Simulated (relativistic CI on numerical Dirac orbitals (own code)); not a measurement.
**One change at a time: Cd¹⁴⁺**

Base calculation: Dirac-Coulomb-Breit CI, separate exchange-only KLI orbitals for each configuration, QED by a radiative potential, unscaled Slater integrals.

CI space (outside the closed core [Ar] 3d10): 4s²4p⁴, 4s4p⁵, 4p⁶, 4s²4p³4d, 4s4p⁴4d, 4s²4p³4f, 4s4p⁴4f, 4p⁵4d, 4s4p³4d², 4s²4p³5s, 4s²4p²4d4f, 4p⁴4d², 4p³4d³, 4p³4d²4f, 4p³4d²5s. Double excitations out of closed p, d and f shells are left out; levels of such configurations are missing from the list, as are those of other unlisted configurations, and high levels can miss mixing partners.

The lowest level and the first level of each name with at least 55 % of one term (blank where a level has no safe partner in the second run):

| Level | Base (cm⁻¹) | Shift (cm⁻¹) |
| --- | --- | --- |
| 4s²4p⁴ ³P2 | 0 | 0 |
| 4s²4p⁴ ³P0 | 33111 | -4 |
| 4s²4p⁴ ³P1 | 55055 | +1 |
| 4s²4p⁴ ¹D2 | 75928 | +4 |
| 4s²4p⁴ ¹S0 | 155576 | -2 |
| 4s4p⁵ ³P°2 | 354534 | +576 |
| 4s4p⁵ ³P°1 | 382566 | +591 |
| 4s4p⁵ ³P°0 | 413352 | +589 |
| 4s4p⁵ ¹P°1 | 462727 | +669 |
| 4s²4p³4d ⁵D°0 | 489731 | +1035 |
| 4s²4p³4d ⁵D°3 | 490217 | +1040 |
| 4s²4p³4d ⁵D°1 | 493525 | +1031 |
| 4s²4p³4d ⁵D°4 | 498918 | +1039 |
| 4s²4p³4d ³D°1 | 535859 | +1046 |

At this charge energies of transitions that change n are usually good to better than 1 %, and those within a shell (Δn = 0) to a few per cent.

**Question.** One thing was changed in a second run, which moved the levels as shown. Which?
A. QED terms removed
B. Breit term removed
C. only the first 3 configurations
D. configuration mixing switched off
E. P86 correlation estimate

**Answer.** E. P86 correlation estimate. A correlation estimate moves all levels of a configuration together before mixing; mixed levels move by a weighted share.

LS names give the leading component of a level, which can be under half, so a name can repeat, a term be missing and a line seem to break the LS rules.
